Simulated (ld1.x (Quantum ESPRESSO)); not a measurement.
An all-electron radial function and its pseudo partner (boron (B))

Columns: radius, all-electron u(r) and pseudo u(r) of the 2p shell (level -3.61 eV) of boron in the configuration [He] 2s2 2p1; PBE, scalar-relativistic, PAW scheme, ld1.x (Quantum ESPRESSO) 7.5.

| r (bohr) | all-electron | pseudo |
| --- | --- | --- |
| 0.103 | 0.0286 | 0.0083 |
| 0.205 | 0.0903 | 0.0325 |
| 0.308 | 0.1649 | 0.0714 |
| 0.410 | 0.2400 | 0.1220 |
| 0.513 | 0.3115 | 0.1822 |
| 0.615 | 0.3754 | 0.2473 |
| 0.718 | 0.4316 | 0.3150 |
| 0.820 | 0.4793 | 0.3806 |
| 0.923 | 0.5204 | 0.4421 |
| 1.025 | 0.5541 | 0.4958 |
| 1.128 | 0.5809 | 0.5412 |
| 1.230 | 0.6008 | 0.5764 |
| 1.332 | 0.6147 | 0.6018 |
| 1.435 | 0.6232 | 0.6180 |
| 1.538 | 0.6270 | 0.6260 |
| 1.640 | 0.6266 | 0.6272 |
| 1.743 | 0.6226 | 0.6235 |
| 1.845 | 0.6157 | 0.6162 |
| 1.948 | 0.6063 | 0.6064 |
| 2.050 | 0.5950 | 0.5950 |
| 2.153 | 0.5819 | 0.5819 |
| 2.255 | 0.5677 | 0.5677 |
| 2.358 | 0.5523 | 0.5523 |
| 2.460 | 0.5363 | 0.5363 |
| 2.562 | 0.5198 | 0.5198 |
| 2.665 | 0.5028 | 0.5028 |

(1) How many radial nodes do the two functions have?

(2) At about which radius was the pseudo-wave matched?

(3) Is the pseudo-wave norm-conserving?

Answers

(1) The all-electron 2p function has n − l − 1 = 0; the pseudo-wave has 0.

(2) 2.05 bohr. The columns agree to 0.0005 from 1.84 bohr on; several derivatives are matched, so the curves merge somewhat inside the radius.

(3) No, it belongs to a PAW set: the norm inside the radius is not constrained, and the difference is carried by the augmentation charge.
